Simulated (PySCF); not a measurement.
Ligand exchange on a metal centre used in film growth or etching (Cd Cl-F). All species are isolated molecules in the gas phase.

The numbers are results of PySCF with TPSSh-D3(BJ)/def2-TZVP // TPSS-D3(BJ)/def2-SVP, not measurements. All candidates: neutral, multiplicity 1. 

```
Property         Result
-------------  --------
HOMO           -8.98 eV
HOMO–LUMO gap   6.16 eV
dipole moment    0.00 D
```

### Question
Say which member has these values.
(A) [Cd(Cl)(F)]
(B) [Cd(Cl)2]
(C) [Cd(F)2]

### Answer
C, [Cd(F)2]. The others give [Cd(Cl)2]: -8.15 eV, 5.43 eV, 0.00 D; [Cd(Cl)(F)]: -8.33 eV, 5.54 eV, 0.44 D
